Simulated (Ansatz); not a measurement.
Caution, from a PySCF single point (B3LYP-D3(BJ)/def2-TZVPD) at this geometry: the highest occupied level lies above zero, so the state may not be bound. This singlet lies 1.06 eV below the relaxed triplet at the level frozen-core CCSD(T)/aug-cc-pVTZ // B3LYP-D3(BJ)/def2-TZVPD (Ansatz, a first-principles code).

Species: HBClS, SMILES `S[B-]Cl` (lower singlet; H–S–B–Cl torsion 180°) (charge -1, multiplicity 1).

Give a relaxed geometry from B3LYP-D3(BJ)/def2-TZVPD (Ansatz).

Several could match; the one computed here: the end point of this relaxation, one of several conformers (outside a Z-matrix the atoms follow the SMILES, hydrogens last).
Z-matrix (Å, degrees):
```
B
S 1 1.8928
H 2 1.3425 1 96.28
Cl 1 1.9139 2 101.85 3 179.97
```
